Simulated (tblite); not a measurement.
A tight-binding relaxation on `[H]/N=C\[C@]12C[C@](B(C)C)(C1)C2`.

Computed with GFN2-xTB geometry optimisation, gas phase (tblite 0.8.0). Start geometry: from a force field or distance geometry. The input is one job of a driver script: a line of settings, then coordinates in Å.

Command:
```bash
OMP_NUM_THREADS=1 python probes_run.py task.json out
```

Input:
```
{"job": {"kind": "relax", "xc": "GFN2-xTB", "basis": "xTB"}, "charge": 0, "multiplicity": 1}
H      3.630100     1.192400     0.484500
N      3.926700     0.270500     0.154600
C      3.098000    -0.642800    -0.176500
C      1.612000    -0.373900    -0.137400
C      0.833900    -0.018500     1.147200
C     -0.113200    -0.090600    -0.075300
B     -1.674900     0.211700    -0.013500
C     -2.168600     1.640200     0.487100
C     -2.731900    -0.903600    -0.430900
C      0.540900    -1.408800    -0.517800
C      0.888500     0.712400    -0.922200
H      3.446200    -1.609300    -0.511200
H      0.718200    -0.826100     1.908700
H      1.026300     1.001200     1.553000
H     -3.286700     1.689900     0.470900
H     -1.818000     1.816500     1.529200
H     -1.767900     2.423500    -0.185200
H     -3.351800    -0.525900    -1.274600
H     -2.226600    -1.829400    -0.742600
H     -3.392300    -1.123300     0.436700
H      0.418400    -2.270900     0.170600
H      0.469400    -1.644700    -1.608400
H      1.087200     1.771800    -0.579600
H      0.824400     0.557500    -2.025700
```

Output:
```
step      E/eV     max force
  0    -769.94508    3.817
  1    -770.32126    2.101
  2    -770.47777    1.634
  3    -770.56568    0.559
  4    -770.57949    0.284
  5    -770.58708    0.173
  6    -770.59234    0.178
  7    -770.59703    0.210
  8    -770.60102    0.152
  9    -770.60333    0.134
... (12 lines left out)
 22    -770.60942    0.024
 23    -770.60958    0.027
 24    -770.60981    0.057
 25    -770.61009    0.067
 26    -770.61033    0.045
 27    -770.61045    0.018
 28    -770.61051    0.014
 29    -770.61054    0.017
 30    -770.61056    0.010
 31    -770.61057    0.009
```

«max force» is the largest atomic force in eV/Å.

Question: From which step on does the largest force stay under 0.1 eV/Å, and how much energy is left to gain from there?

Answer: From step 10 (0.100 eV/Å), 5.8 meV above the end.

Summary of the converged run: energy lowered by 15.3 kcal/mol over 31 steps; largest atomic force 0.009 eV/Å at the end.

Hardware: an Intel Xeon 6975P-C with one thread, shared host with 192 logical CPUs at a one-minute load of 88. Cost: 0.26 s of wall time.
Labels such as C1 count atoms from 1, the log's own numbers from 0.
